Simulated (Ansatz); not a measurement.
Computed with Ansatz on PBE0-D4/def2-TZVP structures; ΔE is electronic, products minus reactants. CBS: MP2 limit from def2 TZ/QZ plus the TZ coupled-cluster correction, frozen cores. This one scheme is used for every species. DFT in def2-TZVPP. Each species was taken in one conformer, which may not be the lowest.

Consider the cleavage of the Si–Si bond: `N[SiH2][SiH2]N` + `[SiH3]S` → `N[SiH2]S[SiH3]` + `N[SiH3]`.

```json
{"level": "PBE0-D4", "ΔE (kcal/mol)": "-18.3"}
{"level": "SCS-MP2/def2-TZVPP", "ΔE (kcal/mol)": "-21.4"}
```

**Question.** What does CCSD(T)/CBS give? (An estimate is asked.)

**Answer.** The calculation gave: -20.2 kcal/mol. The listed levels differ from it by 1.9, -1.2 kcal/mol.

Largest T1 diagnostic among the species: 0.011.

From PBE to PBE0 (25 % exact exchange), in def2-TZVPP and without D4, ΔE moves by −1.2 kcal/mol.

CCSD(T)/CBS has its own doubt, a few kJ/mol and more with outer-core shells, so smaller differences from it don't rank the levels.
